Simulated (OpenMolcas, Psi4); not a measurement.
CH3BCl2O (methoxydichloroborane): the dipole moment, rung by rung

The species is CH3BCl2O (8 atoms), meant as a singlet with charge 0. SMILES: `COB(Cl)Cl`. The coordinates come from a PBE0-D4/def2-TZVP relaxation.

Quantity: the dipole moment, in D. The values are calculated.

```json
{"level": "HF/def2-SVP", "kind": "Hartree–Fock", "program": "OpenMolcas", "value (D)": "2.65", "CPU time": "14 s"}
{"level": "SVWN5/def2-SVP", "kind": "LDA", "program": "OpenMolcas", "value (D)": "2.39", "CPU time": "36 s"}
{"level": "PBE/def2-SVP", "kind": "GGA", "program": "OpenMolcas", "value (D)": "2.37", "CPU time": "47 s"}
{"level": "TPSS/def2-SVP", "kind": "meta-GGA", "program": "OpenMolcas", "value (D)": "2.49", "CPU time": "57 s"}
{"level": "r2SCAN/def2-SVP", "kind": "meta-GGA", "program": "OpenMolcas", "value (D)": "2.52", "CPU time": "56 s"}
{"level": "B3LYP-D3(BJ)/def2-SVP (density fitting)", "kind": "global hybrid", "program": "Psi4", "value (D)": "2.40", "CPU time": "13 s"}
{"level": "BHLYP/def2-SVP", "kind": "global hybrid", "program": "OpenMolcas", "value (D)": "2.51", "CPU time": "48 s"}
{"level": "PBE0/def2-SVP", "kind": "global hybrid", "program": "OpenMolcas", "value (D)": "2.49", "CPU time": "52 s"}
```

The values span 2.37 to 2.65 D. Magnitudes only. CPU times are rough (shared hosts, several kinds of processor and program).
